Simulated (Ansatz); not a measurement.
Gas-phase reaction in SMILES: FB(Br)Br [dibromo(fluoro)borane] → F[B]Br + Br atom (the B-Br bond at the site shown breaks; other sites are not compared here)
Each molecule is optimised on its own at B3LYP-D3(BJ)/def2-TZVP (Ansatz, an electronic-structure program). Frequencies are from Ansatz.

Wanted: bond dissociation energy (enthalpy at 298 K, with B3LYP-D3(BJ) rigid-rotor harmonic-oscillator terms), in kcal/mol. Correlated levels leave the core frozen unless marked. Open shells are spin-unrestricted. No spin-orbit coupling. Frozen are the shells of the preceding noble gas and the d and f shells that filled before the atom's block. Non-relativistic. CBS(X,Y): correlation extrapolated as X^-3; Hartree-Fock from the larger set.

| level | program | bond dissociation energy (kcal/mol) |
|---|---|---|
| PBE-D4/def2-TZVPD | Ansatz + dftd4 | (withheld) |
| BLYP-D3(BJ)/def2-TZVPD | Ansatz + dftd3 | 99.1 |
| BLYP/def2-TZVPD | Ansatz | 96.1 |
| PBE0/def2-TZVP | Ansatz | (withheld) |
| BHLYP-D4/def2-TZVPD | Ansatz + dftd4 | (withheld) |
| r2SCAN0-D4/def2-TZVPD | Ansatz + dftd4 | (withheld) |
| PBE-QIDH/def2-TZVPD | Ansatz | 104.1 |
| SCS-MP2/6-31G* | Ansatz | 99.1 |
| SCS-MP2/cc-pVDZ | Ansatz | 99.6 |
| SCS-MP2/cc-pVTZ | Ansatz | 102.6 |
| CCSD(T)/CBS(cc-pVTZ,cc-pVQZ) | Ansatz | 104.2 |

**Question.** Fill in the missing entries.

**Answer.** 
- PBE-D4/def2-TZVPD, bond dissociation energy (kcal/mol): 104.5
- PBE0/def2-TZVP, bond dissociation energy (kcal/mol): 102.1
- BHLYP-D4/def2-TZVPD, bond dissociation energy (kcal/mol): 98.5
- r2SCAN0-D4/def2-TZVPD, bond dissociation energy (kcal/mol): 100.7
